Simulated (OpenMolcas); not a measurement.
P2+: CASPT2 settings compared

```
Program             : OpenMolcas 26.06
Basis               : ANO-L-VQZP [6s5p3d2f]
Scalar Hamiltonian  : non-relativistic, point nucleus
Active space        : 3 electrons in 8 orbitals (3s 3p 4s 4p)
State averaging     : 2S+1 = 2 odd, 11 roots; 2S+1 = 4 odd, 1 root kept (CI in the orbitals of an earlier block); 2S+1 = 2 even, 7 roots; 2S+1 = 4 even, 3 roots kept (CI in the orbitals of an earlier block)
Spin-orbit coupling : RASSI with atomic mean-field integrals over the reference wave functions, term energies averaged over their components
```

Methods on the same reference wave functions:
A. CASSCF
B. SS-CASPT2, IPEA 0.35 Eh, sigma1 regulariser 0.1 Eh (closed shells correlated: none)
C. MS-CASPT2, IPEA 0.35 Eh, sigma1 regulariser 0.1 Eh (closed shells correlated: none)
D. XMS-CASPT2, IPEA 0.6 Eh, sigma2 regulariser 0.3 Eh (closed shells correlated: none)

Energies in cm-1 above 3s2 3p 2P* 1/2, the measured ground level; measured values from Martin, Zalubas and Musgrove, J. Phys. Chem. Ref. Data 14, 751 (1985).

| Level | A | B | C | D | Measured |
| --- | --- | --- | --- | --- | --- |
| 3s2 3p 2P* 1/2 | 0.0 | 0.0 | 0.0 | 0.0 | 0.0 |
| 3s2 3p 2P* 3/2 | 483 | 483 | 488 | 490 | 559 |
| 3s 3p2 4P 1/2 | 49792 | 53590 | 53610 | 54680 | 56922 |
| 3s 3p2 4P 3/2 | 49971 | 53770 | 53790 | 54860 | 57126 |
| 3s 3p2 4P 5/2 | 50264 | 54060 | 54080 | 55150 | 57454 |
| 3s 3p2 2D 3/2 | 85290 | 75760 | 75780 | 79220 |  |
| 3s 3p2 2D 5/2 | 85335 | 75810 | 75830 | 79260 |  |

Deviations, from unrounded energies. A percentage is the sum of absolute deviations over the sum of measured energies, with the sign that they share, or ± where signs differ.

```tsv
Against measurement	Levels	A	B	C	D
mean absolute deviation (cm-1)	4	5400	2500	2500	1700
fine structure of the ground term (%)	1	-13.6	-13.6	-12.7	-12.4
other configurations (%)	3	-12.5	-5.9	-5.8	-4.0
```

D lies closest to measurement on these levels and A furthest from it. The largest miss of D in the table is 3s 3p2 4P 5/2, by -2300 cm-1. The ranking rests on the paired levels alone, and a cruder setting can come out closer through cancelling errors.

Among B to D the level of the table that moves most is 3s 3p2 2D 3/2, by 3500 cm-1 (lowest in B, highest in D). Moves below CASPT2's spread within the term are not significant.

The lowest spin-free term lies below A's lowest term by 0.033 hartree in B, 0.033 hartree in C, 0.039 hartree in D.

Term energies are means over components that CASPT2 splits; among the terms shown or strongly mixed into the levels shown the widest spread is 220 cm-1 (3s 3p2 2D, D). Over all roots computed the reference weight is 0.87 to 1.00 in B, 0.87 to 1.00 in C, 0.88 to 1.00 in D; the roots of lowest weight are the least certain, and an intruder state may touch them. Terms from blocks run as CI alone lack orbitals of their own. The run also gave levels led by 3s2 4p, 3s2 4s, which use shells meant for correlation; these and all levels above them are left out. Terms of s pⁿ other than that of highest spin mix with s² pⁿ⁻² d, which this space lacks; all of them can be thousands of cm-1 off, and some have no real level of that name. Measured partners are found by configuration, term and J. A level has none where our copy of the source lacks it or the pairing is in doubt (some pairs that miss far off the trend of their configuration count as doubtful), and it then counts in no deviation. Levels of configurations outside the active space are missing. The table leaves out levels that lie high or whose names do not pair safely across all columns.

* marks odd parity.
